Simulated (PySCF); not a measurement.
## Kr²⁵⁺: ionisation energy

Kr²⁵⁺ [Ne] 3s1 [3s1/2^1, M_J = 1/2] → Kr²⁶⁺ [Ne], as a difference of total energies. All numbers are calculated (PySCF 2.14, the two-component X2C-1e Hamiltonian, in an uncontracted even-tempered set (19 s from 3.5 bohr⁻², ratio 2.4; 13 p from 4.5 bohr⁻², ratio 2.4; 5 d from 15 bohr⁻², ratio 2.6; 4 f from 22 bohr⁻², ratio 2.6)). Correlated levels: 1s2 frozen; the 52 highest virtual spinors dropped. "Screened" scales the spin-orbit matrix elements by Boettger's factors to mimic the two-electron term; Breit and QED terms are absent.

```
                    method  ionisation energy (eV)
 GHF (screened spin-orbit)                  1204.6
GMP2 (screened spin-orbit)                  1205.3
```

Breit and QED terms and the two-electron picture change are absent.

For comparison: 1205.2 eV (semi-empirical (NIST evaluation); NIST Atomic Spectra Database, ionization energies).
